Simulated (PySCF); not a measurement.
A structure optimised at B3LYP-D3(BJ)/def2-SVP, used in a PySCF frequency run:

```xyz
8

F      1.5188    -0.8769    -1.0630
Sn     0.0000     0.0000    -0.2461
F      0.0000     1.7538    -1.0630
F     -1.5188    -0.8769    -1.0630
Si     0.0000     0.0000     2.3375
H      1.2321     0.7114     2.7605
H      0.0000    -1.4227     2.7605
H     -1.2321     0.7114     2.7605
```

Q: Write its SMILES, formula and point group.

A: [F][Sn]([F])([F])[SiH3], F3H3SiSn, C3v

Q: What are its rotational constants (standard atomic weights)?

A: 2.7857, 1.4970, 1.4970 GHz
